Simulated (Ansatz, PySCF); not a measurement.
Spin gap between two states, R1 and P1; the higher of the two is an excited state, each structure at its B3LYP-D3(BJ)/def2-TZVP stationary point, reached from a drawn start (curvature not checked).
R1, C2H4 (SMILES C=C) (charge 0, multiplicity 1, Z-matrix in Å and degrees):
```
C
C 1 1.3246
H 2 1.0833 1 121.72
H 2 1.0833 3 116.56 1 -180.00
H 1 1.0833 2 121.72 3 0.01
H 1 1.0833 5 116.56 2 180.00
```
P1, C2H4 (SMILES C=C) (charge 0, multiplicity 3):
```xyz
6

C      0.0000     0.0000     0.7213
C      0.0000     0.0000    -0.7213
H      0.9232     0.0000     1.2937
H     -0.9232     0.0000     1.2937
H      0.0000     0.9232    -1.2937
H      0.0000    -0.9232    -1.2937
```

P less R. No zero-point or thermal terms; singlets are restricted closed shells; open shells are unrestricted.

Cores are frozen in the correlated methods. CBS(a, b) extrapolates the correlation energy as X⁻³ and adds the Hartree–Fock energy of set b.

Programs: Ansatz (a program for electronic structure); PySCF for the D3/D4 terms. All values are computed, each at the level named.

PBE/def2-TZVPP gives 269.3 kJ/mol for the spin gap.

### Question
Where do these levels fall relative to PBE: PBE-D3(BJ)/def2-TZVPP, r2SCAN/def2-TZVPP, PBE0/def2-TZVPP, wB97M-V/def2-TZVPP, B2PLYP/def2-TZVPP, MP2/CBS(cc-pVTZ, cc-pVQZ), CCSD(T)/CBS(cc-pVTZ, cc-pVQZ).

### Answer
PBE-D3(BJ)/def2-TZVPP 0.1; r2SCAN/def2-TZVPP -30.0; PBE0/def2-TZVPP -12.2; wB97M-V/def2-TZVPP 13.1; B2PLYP/def2-TZVPP 7.8; MP2/CBS(cc-pVTZ, cc-pVQZ) 29.8; CCSD(T)/CBS(cc-pVTZ, cc-pVQZ) 18.3 kJ/mol. 5 of 7 lie above PBE; the widest gap is to r2SCAN/def2-TZVPP.
